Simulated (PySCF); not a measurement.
Question: Give a PBE0-D3(BJ)/def2-SVP geometry of `CCO[C@H](F)OC(C)C`.

Answer: 
```
atom  x, y, z in Å
C1     3.5289    0.7076   -0.2578
C2     2.7641   -0.5321    0.1565
O3     1.4817   -0.2472    0.6821
C4     0.4708   -0.1656   -0.2109
F5     0.5932    0.9926   -0.9748
O6    -0.6821   -0.1424    0.4908
C7    -1.8886   -0.2299   -0.2652
C8    -2.8376   -1.1109    0.5205
C9    -2.4447    1.1574   -0.5298
H10    3.0380    1.2175   -1.0975
H11    4.5530    0.4373   -0.5576
H12    3.5897    1.4144    0.5827
H13    2.6707   -1.2377   -0.6915
H14    3.2989   -1.0619    0.9594
H15    0.5001   -0.9904   -0.9592
H16   -1.6607   -0.7189   -1.2327
H17   -2.4050   -2.1100    0.6735
H18   -3.0322   -0.6672    1.5087
H19   -3.7966   -1.2189   -0.0073
H20   -3.3823    1.0969   -1.1028
H21   -2.6519    1.6659    0.4242
H22   -1.7221    1.7620   -1.0931
```

Any rigid rotation of these coordinates is as good. Atoms count from 1 in this order. Of the pairs four or more bonds apart, H15···H16 is among the closest relative to their van der Waals radii: 2.19 Å, 91 % of the sum of Bondi's values. The C–O distances run from 1.350 Å (C4–O6, drawn single) to 1.427 Å (O6–C7, drawn single), a spread of 0.077 Å. O3 (ether oxygen) is bent (angle 116.4°). All 3 C–C bonds measure 1.514 to 1.518 Å.

Bonds between heavy atoms (Å): C1–C2 1.514, C2–O3 1.415, O3–C4 1.351, C4–F5 1.393, C4–O6 1.350, O6–C7 1.427, C7–C8 1.515, C7–C9 1.518.

Computed with PBE0-D3(BJ)/def2-SVP geometry optimisation, gas phase (PySCF 2.14.0).

Point group: C1 (no symmetry element, even within 0.4 Å). Stationary, but not proved a minimum. One conformer, not necessarily the lowest (C1–C2–O3–C4 88°, C2–O3–C4–F5 -71°, O3–C4–O6–C7 -172°, C4–O6–C7–C8 141°).
